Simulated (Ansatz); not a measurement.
The same path of AlH$_{5}$O$_{2}$Si (9 atoms, charge 0, multiplicity 1) was run twice with different band settings. Lost on the way: Al1–H2, Al1–O3. Made: H2–O3.

These are results of RKS B3LYP-D4/6-31G* (Ansatz), not measurements.

Relaxed end points:

```xyz
9
Properties=species:S:1:pos:R:3
Al 0.320 -0.420 0.577
H 0.752 -0.273 2.084
O 1.397 -0.144 -0.719
H 2.311 0.115 -0.547
O -1.272 -0.867 0.199
Si -2.573 -1.240 -0.735
H -3.310 -2.386 -0.137
H -3.498 -0.077 -0.821
H -2.165 -1.620 -2.116
```

```xyz
9
Properties=species:S:1:pos:R:3
Al -0.376 1.048 0.508
H 1.918 -0.600 1.106
O 1.455 -0.313 0.301
H 0.867 -1.047 0.029
O -1.077 -0.435 -0.192
Si -2.389 -1.198 -0.834
H -2.623 -2.500 -0.145
H -3.631 -0.383 -0.704
H -2.181 -1.485 -2.282
```

Common settings: movable images 9; climbing image yes; optimiser quadratic models (default); start path through a guess of the saddle point; force threshold 0.05 eV/Å; end points relaxed.

| run | spring | iteration limit |
| --- | --- | --- |
| 1 | 5.0 eV/Å² | 42 |
| 2 | 20.0 eV/Å² | 49 |

**Question.** What does each run give, and how far can it be trusted?

**Answer.** Run 1: converged after 24 iterations, highest image 2.918 eV above the first end. Neighbouring images differ by up to 1.3 eV, so the band resolves the path poorly. A vibrational analysis at the climbing image gives one clearly imaginary mode, 1412i cm⁻¹: a first-order saddle point.
Run 2: converged after 28 iterations, highest image 2.916 eV above the first end. Neighbouring images differ by up to 1.3 eV, so the band resolves the path poorly. Another band between the same ends (9 images) ends at a top of the same energy, where a vibrational analysis finds 1 clearly imaginary mode.
The orbitals stay closed-shell, which can raise the energy where a bond breaks towards radicals; this wasn't checked here.
